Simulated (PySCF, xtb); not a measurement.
C3H5N3, SMILES [nH]1cc[nH]c1=N.

xtb with GFN2-xTB at its own geometry gives an orbital gap of 4.15 eV and a dipole moment of 3.12 D.

The structure is a stationary point at B3LYP-D3(BJ)/def2-SVP.

Question: What does PySCF with PBE/def2-TZVP give? (Estimate from the structure and the level; the computed values follow.)

Answer: gap 4.05 eV (levels -4.13 and -0.07 eV), dipole 3.12 D.
